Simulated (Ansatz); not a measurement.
Reaction (cleavage of the Ge–Si bond): `C[SiH2][GeH2][CH3]` + H–F → `[CH3][GeH2][F]` + `C[SiH3]`

Program: Ansatz. Geometries: PBE0-D4/def2-TZVP. ΔE: electronic, gas phase. CCSD(T)/CBS adds triple-zeta CCSD(T) − MP2 to the extrapolated MP2 energy (def2 sets, frozen cores). This one scheme is used for every species. For Ge outer-core shells are correlated without core-valence functions, which leaves a few kJ/mol of doubt a bond. Scalar relativity is left out up to krypton. Each species was taken in one conformer, which may not be the lowest.

```json
{"level": "SCS-MP2/def2-TZVPP", "ΔE (kJ/mol)": "-60.6"}
{"level": "HF/CBS(def2)", "ΔE (kJ/mol)": "-90.5"}
```

Task: What does CCSD(T)/CBS give? (Best estimate.)

Result: The calculation gave: -45.6 kJ/mol. The listed levels differ from it by -15.0, -44.9 kJ/mol.

Largest T1 diagnostic among the species: 0.011.

The D4 term adds +11.2 kJ/mol with B3LYP and +6.6 kJ/mol with PBE0; it sums over pairs of atoms, weighted by their polarisabilities, and B3LYP, whose exchange is more repulsive, gets the larger term. In def2-TZVPP, CCSD(T) changes the Hartree–Fock value by +37.4 kJ/mol (the triples alone add +3.8 kJ/mol) and MP2 by +37.7 kJ/mol.

B3LYP here is the variant with VWN-RPA as its local correlation; programs differ in this.
